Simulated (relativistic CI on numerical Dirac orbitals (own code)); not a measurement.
Method of calculation: Dirac equation for one electron, model QED (radiative potential, 1s self-energy scaled to tabulated hydrogen-like ionisation energies) (own radial code, finite nucleus).

CI space: 1s, 2s, 2p, 3s, 3p, 3d, 4s, 4p, 4d, 4f, 5s, 5p, 5d, 5f, 5g, 6s, 6p, 6d. Levels of other configurations are missing.

Outline of the computed level scheme of Ar XVIII. Lowest level of each configuration: 1s 2S_1/2 at 0.00 eV; 2p 2P°_1/2 at 3318.18 eV; 2s 2S_1/2 at 3318.34 eV; 3p 2P°_1/2 at 3934.30 eV; 3s 2S_1/2 at 3934.34 eV; 3d 2D_3/2 at 3935.72 eV; 4p 2P°_1/2 at 4149.74 eV; 4s 2S_1/2 at 4149.76 eV; 4d 2D_3/2 at 4150.34 eV.

Some strong electric-dipole decays among the lowest 14 levels: 2p 2P°_1/2 → 1s 2S_1/2 (6.6e+13 s⁻¹); 2p 2P°_3/2 → 1s 2S_1/2 (6.6e+13 s⁻¹); 3p 2P°_3/2 → 1s 2S_1/2 (1.8e+13 s⁻¹); 3p 2P°_1/2 → 1s 2S_1/2 (1.8e+13 s⁻¹); 4p 2P°_3/2 → 1s 2S_1/2 (7.2e+12 s⁻¹); 4p 2P°_1/2 → 1s 2S_1/2 (7.1e+12 s⁻¹); 3d 2D_5/2 → 2p 2P°_3/2 (6.8e+12 s⁻¹); 3d 2D_3/2 → 2p 2P°_1/2 (5.7e+12 s⁻¹).
